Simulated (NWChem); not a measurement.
System: ZrCl₄; SMILES [Cl][Zr]([Cl])([Cl])[Cl]

All runs: NWChem. Medium grid unless said otherwise, to which SCAN and Minnesota functionals are sensitive. Geometry: optimised at PBE0/def2-SVP. Not confirmed as a minimum by frequencies. def2 effective core potentials on Zr; no spin-orbit coupling. Hybrids' shares of exact exchange are those that their runs print; pure functionals count as 0. The functionals differ in more than this share.

```
row                                   share of exact exchange  highest occupied level (eV)
------------------------------------  -----------------------  ---------------------------
PBE/def2-SVP                                             0.00                        -8.27
LDA (Slater exchange, PW92)/def2-SVP                     0.00                        -8.37
B3LYP/def2-SVP                                           0.20                        -9.33
PW6B95/def2-SVP                                          0.28                        -9.74
MN15/def2-SVP                                            0.44                       -10.35
BHandHLYP/def2-SVP                                       0.50                     withheld
```

Task: Fit a straight line of the last column on the one before it, predict the withheld value, and compare with the run.

Result: 
1. Means of the 5 shown rows: x = 0.184, y = -9.212. Slope Σ(x − x̄)(y − ȳ)/Σ(x − x̄)² = -0.6722/0.1427 = -4.710; intercept -8.345.
2. The shown rows scatter about the line by 0.061 (root mean square); the largest residual is -0.08, at PW6B95/def2-SVP.
3. At x = 0.50 (BHandHLYP/def2-SVP; beyond the shown range) the line gives -10.70.
4. The run gives -10.90, -0.20 from the line, 3.3 times the scatter.
